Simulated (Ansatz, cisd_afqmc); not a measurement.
System: Si, charge 0, triplet.

Total energies in aug-cc-pV(Q+d)Z, 4 correlated electrons, 5 frozen orbitals. UHF or UKS for unpaired electrons; spin-orbit terms are left out. Cores are frozen in correlated methods. No relativity. AFQMC is phaseless with a CISD trial state; ± is one standard error, without the phaseless bias. Outlying blocks are dropped, and bars are widened where a walk drifts. Over all cases where full CI ran beside it in this data, AFQMC minus full CI had a median of +0.1 mEh and passed +0.4 mEh in a tenth of the cases. Full CI freezes restricted core orbitals and the other rows unrestricted ones, which leaves a small offset even where coupled cluster is exact.

```json
[
 {"method": "HF", "program": "Ansatz", "energy (Eh)": "-288.85846", "error against FCI (mEh)": "80.30"},
 {"method": "MP2", "program": "Ansatz", "energy (Eh)": "-288.91864", "error against FCI (mEh)": "20.12"},
 {"method": "CCSD", "program": "Ansatz", "energy (Eh)": "-288.93511", "error against FCI (mEh)": "3.65"},
 {"method": "CCSD(T)", "program": "Ansatz", "energy (Eh)": "-288.93799", "error against FCI (mEh)": "0.77"},
 {"method": "CCSDT(Q)", "program": "Ansatz", "energy (Eh)": "-288.93878", "error against FCI (mEh)": "-0.02"},
 {"method": "AFQMC/CISD", "program": "cisd_afqmc", "energy (Eh)": "-288.9384 ± 0.0003", "error against FCI (mEh)": "0.4 ± 0.3"},
 {"method": "FCI", "program": "Ansatz", "energy (Eh)": "-288.93876", "error against FCI (mEh)": "0.00"}
]
```

Ansatz is a quantum-chemistry and plane-wave program.
